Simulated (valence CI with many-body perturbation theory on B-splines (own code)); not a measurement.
Values are calculated unless marked as measured or tabulated.
## Level structure of Mo27+

Level of theory: configuration interaction combined with many-body perturbation theory (CI+MBPT): five valence electrons over a frozen Dirac-Fock core [Ne], radial functions for each j: 11 s, 11 p, 10 d, 8 f, 5 g, 2 h, with the one-electron correlation potential Σ1 (screened to all orders), the two-electron term Σ2, the three-electron term Σ3, Breit, model QED; selected single and double excitations, second order for the rest, scaled by the run's own slope (own B-spline code, finite nucleus).

No measured spectrum was set against this ion. As an estimate, large intervals hold to a few tenths of a per cent, small ones and those within an open d or f shell to about a per cent. Among the levels kept, up to 3700 cm⁻¹ of a level comes from second order outside the variational space, and about a tenth of that is noise between levels of different J, which matters for small intervals.

Levels 46 to 90 of 167, with energies above the lowest level, 3s²3p³ ⁴S°_3/2. "Leading %" is the weight of the configuration and term that name the level; weights of strongly mixed levels are sums over their largest components and can fall short, so below about 35 % the name and the second component can differ from the true leading terms, or belong to a minority configuration. In the jj column 3d3/2^4 stands for four electrons in 3d with j = 3/2.

```csv
No.,Configuration,Term,J,E (cm⁻¹),Leading %,g,Leading jj
46,3s3p³3d,⁶D°,9/2,1588400,78,1.500,3s 3p1/2^2 3p3/2 3d5/2 (63 %)
47,3p⁵,²P°,3/2,1614000,51,1.327,3p1/2^2 3p3/2^3 (51 %)
48,3s3p³3d,⁴F°,3/2,1636300,49,0.764,3s 3p1/2^2 3p3/2 3d3/2 (40 %)
49,3s3p³3d,⁴D°,5/2,1652900,39,1.321,3s 3p1/2^2 3p3/2 3d5/2 (54 %)
50,3s3p³3d,⁴D°,7/2,1710400,48,1.364,3s 3p1/2 3p3/2^2 3d5/2 (53 %)
51,3s3p³3d,⁴D°,3/2,1722300,57,1.028,3s 3p1/2 3p3/2^2 3d3/2 (65 %)
52,3s3p³3d,⁴F°,5/2,1722400,31,0.979,3s 3p1/2 3p3/2^2 3d3/2 (52 %)
53,3s3p³3d,⁴D°,1/2,1724500,81,0.195,3s 3p1/2 3p3/2^2 3d3/2 (38 %)
54,3s3p³3d,⁴F°,5/2,1745000,30,0.944,3s 3p1/2^2 3p3/2 3d3/2 (40 %)
55,3s3p³3d,⁴D°,1/2,1748500,24,1.038,3s 3p1/2^2 3p3/2 3d3/2 (45 %)
56,3s3p³3d,⁴F°,7/2,1748900,48,1.220,3s 3p1/2 3p3/2^2 3d3/2 (56 %)
57,3s3p³3d,²S°,1/2,1762200,21,1.421,3s 3p1/2 3p3/2^2 3d5/2 (34 %)
58,3s3p³3d,⁴F°,7/2,1770500,36,1.161,3s 3p1/2^2 3p3/2 3d5/2 (40 %)
59,3s3p³3d,⁴F°,9/2,1786700,43,1.277,3s 3p1/2 3p3/2^2 3d5/2 (48 %)
60,3s3p³3d,⁴D°,1/2,1801100,33,0.479,3p1/2 3p3/2^4 (22 %)
61,3s3p³3d,²G°,7/2,1811000,44,1.076,3s 3p1/2^2 3p3/2 3d5/2 (42 %)
62,3s3p³3d,²D°,5/2,1817200,22,1.141,3s 3p1/2^2 3p3/2 3d5/2 (37 %)
63,3s3p³3d,⁴F°,9/2,1820300,61,1.285,3s 3p1/2 3p3/2^2 3d5/2 (75 %)
64,3s3p³3d,⁴D°,3/2,1822100,60,1.180,3s 3p1/2^2 3p3/2 3d5/2 (27 %)
65,3s3p³3d,⁴P°,3/2,1834600,35,1.527,3s 3p1/2^2 3p3/2 3d5/2 (35 %)
66,3s3p³3d,⁴G°,11/2,1857700,95,1.270,3s 3p1/2 3p3/2^2 3d5/2 (95 %)
67,3s3p³3d,²G°,9/2,1862500,71,1.139,3s 3p1/2 3p3/2^2 3d3/2 (56 %)
68,3s3p³3d,⁴P°,5/2,1882600,54,1.406,3s 3p1/2 3p3/2^2 3d3/2 (33 %)
69,3s3p³3d,⁴P°,1/2,1895800,49,2.091,3s 3p1/2 3p3/2^2 3d5/2 (55 %)
70,3s3p³3d,⁴F°,5/2,1901400,20,0.954,3s 3p1/2 3p3/2^2 3d3/2 (41 %)
71,3s3p³3d,²D°,3/2,1902500,23,1.285,3s 3p1/2 3p3/2^2 3d3/2 (49 %)
72,3s3p³3d,⁴D°,7/2,1904000,43,1.214,3s 3p1/2 3p3/2^2 3d3/2 (41 %)
73,3s3p³3d,⁴D°,1/2,1909700,39,0.730,3s 3p1/2^2 3p3/2 3d3/2 (26 %)
74,3s3p³3d,²D°,3/2,1915100,29,0.973,3s 3p1/2 3p3/2^2 3d3/2 (54 %)
75,3s3p³3d,⁴D°,5/2,1926600,63,1.316,3s 3p1/2 3p3/2^2 3d5/2 (61 %)
76,3s3p³3d,⁴P°,5/2,1934000,16,1.221,3s 3p1/2 3p3/2^2 3d3/2 (34 %)
77,3s3p³3d,⁴P°,3/2,1941200,35,1.141,3s 3p1/2 3p3/2^2 3d3/2 (49 %)
78,3s3p³3d,⁴F°,7/2,1945200,26,1.161,3s 3p1/2 3p3/2^2 3d5/2 (41 %)
79,3s3p³3d,⁴F°,3/2,1946500,40,0.917,3s 3p1/2 3p3/2^2 3d3/2 (50 %)
80,3s3p³3d,²F°,7/2,1955300,34,1.227,3s 3p1/2 3p3/2^2 3d5/2 (56 %)
81,3s3p³3d,⁴P°,5/2,1957700,34,1.286,3s 3p1/2 3p3/2^2 3d5/2 (68 %)
82,3s3p³3d,²G°,9/2,1963700,30,1.191,3s 3p1/2 3p3/2^2 3d5/2 (55 %)
83,3s3p³3d,⁴S°,3/2,1967200,32,1.651,3s 3p1/2 3p3/2^2 3d5/2 (56 %)
84,3s3p³3d,⁴D°,7/2,1974300,37,1.211,3s 3p1/2 3p3/2^2 3d5/2 (37 %)
85,3s3p³3d,²D°,5/2,1982500,35,1.085,3s 3p1/2 3p3/2^2 3d5/2 (48 %)
86,3s3p³3d,⁴P°,1/2,1991100,49,1.631,3s 3p1/2 3p3/2^2 3d3/2 (62 %)
87,3s²3p3d²,⁴G°,5/2,1999500,39,0.872,3s 3p1/2 3p3/2^2 3d3/2 (26 %)
88,3s²3p3d²,⁴G°,7/2,2006900,30,1.016,3s^2 3p1/2 3d3/2 3d5/2 (38 %)
89,3s3p³3d,⁴D°,3/2,2007700,31,1.047,3s 3p1/2 3p3/2^2 3d5/2 (52 %)
90,3s3p³3d,²F°,5/2,2030400,40,1.102,3s 3p1/2 3p3/2^2 3d5/2 (57 %)
```

Names give the largest LS component (configuration and term), which can be under half, so a name can repeat, a term be missing and a line seem to break the LS rules; names also repeat where a configuration has a term twice.

Where two levels of one J and parity lie close, their mixing, g and order are uncertain.
